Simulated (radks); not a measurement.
Neutral beryllium inside a hard spherical wall (all orbitals vanish at R), configuration held at [He] 2s2 and not refilled when levels cross. All-electron calculation, non-relativistic Kohn-Sham, PBEsol, spin-polarised, spherical densities, point nucleus. Program: a radial shooting solver on a logarithmic mesh with Libxc functionals. Eigenvalues in eV for spin up, with the zero of energy where the potential of the charges vanishes at infinity; a dash marks a level that is unbound or too diffuse for the functional's potential to be trusted. A positive occupied level is held by the wall or, in an anion where self-interaction has pushed it up, behind a barrier. The pressure on the wall is -dE/dV.

| R (bohr) | E (hartree) | kinetic (hartree) | e(1s) | e(2s) | e(2p, empty) | e(3s, empty) | pressure (GPa) |
|---|---|---|---|---|---|---|---|
| free | -14.53230 | 14.447 | -105.44 | -5.542 | -1.969 | - | 0 |
| 12 | -14.53229 | 14.447 | -105.43 | -5.541 | -1.962 | 0.715 | 0.000240 |
| 7 | -14.52681 | 14.486 | -105.00 | -5.257 | -1.492 | 5.385 | 0.312 |
| 6 | -14.51437 | 14.554 | -104.35 | -4.804 | -0.875 | 9.038 | 1.37 |
| 5 | -14.47405 | 14.729 | -102.89 | -3.662 | 0.533 | 16.150 | 6.44 |
| 3 | -13.84710 | 16.505 | -93.128 | 8.435 | 12.408 | 69.711 | 239 |
| 2.5 | -13.15224 | 18.116 | -87.024 | 20.070 | 21.958 | 112.30 | 760 |
